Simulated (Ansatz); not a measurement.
`N#C[SiH2][SiH2]Cl` + CH₃OH → `CO[SiH2]Cl` + `N#C[SiH3]`  (cleavage of the Si–Si bond)

Calculated with Ansatz (gas phase, PBE0-D4/def2-TZVP geometries, no zero-point term in ΔE). CCSD(T)/CBS is the MP2 limit (def2-TZVPP, def2-QZVPP) plus CCSD(T) − MP2 in def2-TZVPP, frozen cores. This one scheme is used for every species. Functionals use def2-TZVPP. B3LYP here is the variant with VWN-RPA as its local correlation; programs differ in this. Each species was taken in one conformer, which may not be the lowest.

| level | ΔE (kJ/mol) | difference from CCSD(T)/CBS |
| --- | --- | --- |
| BLYP-D4 | -105.0 | 4.4 |
| B97M-V | -106.4 | 3.0 |
| PBE0-D4 | -92.2 | 17.2 |
| B3LYP-D4 | -108.6 | 0.8 |
| r2SCANh | -106.4 | 3.0 |
| BHLYP | -119.6 | -10.2 |
| HF/def2-SVP | -120.3 | -10.9 |
| CCSD(T)/def2-TZVPP | -111.1 | -1.7 |
| MP2/def2-QZVPP | -117.6 | -8.2 |
| SCS-MP2/def2-QZVPP | -120.3 | -10.9 |
| CCSD(T)/CBS | -109.4 | 0 |

Q: What do rigid-rotor, harmonic-oscillator terms from PBE0-D4/def2-TZVP frequencies (298.15 K, 1 bar) make of the CCSD(T)/CBS value? (Best estimate.)

A: Computed: ΔZPE = -3.7 kJ/mol, ΔH = -114.9 kJ/mol, ΔS = -15 J/(mol·K), ΔG = -110.3 kJ/mol. Modes under 50 cm⁻¹ make the entropy rough.

Largest T1 diagnostic among the species: 0.013.

From BLYP to BHLYP (50 % exact exchange), in def2-TZVPP and without D4, ΔE moves by −13.9 kJ/mol. Leaving LDA and LC-ωPBE aside and taking each functional with its dispersion term where it has one, the values, not all of them listed here, spread over 30.1 kJ/mol, from CAM-B3LYP-D4 to PBE-D4. LDA lies −7.4 kJ/mol from PBE without D4.

CCSD(T)/CBS has its own doubt, a few kJ/mol and more with outer-core shells, so smaller differences from it don't rank the levels.
